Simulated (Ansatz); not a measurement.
`BN[SiH3]` + `BNC` → `BN(B)C` + `N[SiH3]` at 298.15 K and 1 bar (ligand exchange at a B–N bond).

Computed with Ansatz on PBE0-D4/def2-TZVP structures; ΔE is electronic, products minus reactants. CCSD(T)/CBS is the MP2 limit (def2-TZVPP, def2-QZVPP) plus CCSD(T) − MP2 in def2-TZVPP, frozen cores. This one scheme is used for every species.

```
   species  CCSD(T)/CBS energy (Eh)  H − E (kJ/mol)  S (J/(mol·K))
`BN[SiH3]`               -372.22946           182.4          292.7
     `BNC`               -121.18426           215.2          268.0
  `BN(B)C`               -146.59307           248.1          306.3
 `N[SiH3]`               -346.80422           145.7          264.3
```

H − E and S are ideal-gas, rigid-rotor, harmonic terms from PBE0-D4/def2-TZVP. 1 Eh = 2625.50 kJ/mol, R = 8.31446 J/(mol·K).

**Question.** By hand: ΔE, ΔH, ΔS and ΔG.

**Answer.** ΔE = (-146.59307) + (-346.80422) − (-372.22946) − (-121.18426) = 0.01643 Eh = 43.1 kJ/mol. Δ(H − E) = 248.1 + 145.7 − 182.4 − 215.2 = -3.8, so ΔH = 39.3 kJ/mol. ΔS = 306.3 + 264.3 − 292.7 − 268.0 = 9.9 J/(mol·K). ΔG = 39.3 − 298.15 × (9.9)/1000 = 36.3 kJ/mol.

**Question.** By hand: the equilibrium constant, and the temperature at which ΔG would vanish if ΔH and ΔS stayed fixed.

**Answer.** log₁₀ K = −ΔG/(RT ln 10) = -6.4. ΔG = 0 at ΔH/ΔS = 3970 K, far beyond where these terms or the molecules hold.

The number of gas molecules stays the same, so ΔS is small and ΔH decides. A doubt of 5 kJ/mol in ΔE shifts log₁₀ K by 0.9 here. Modes under 60 cm⁻¹, often nearly free rotors, make the harmonic entropy too high. These are equilibria of isolated gas molecules and say nothing of rates. Largest T1 diagnostic: 0.012 (customary marks: 0.02 for closed shells, 0.045 for open ones).
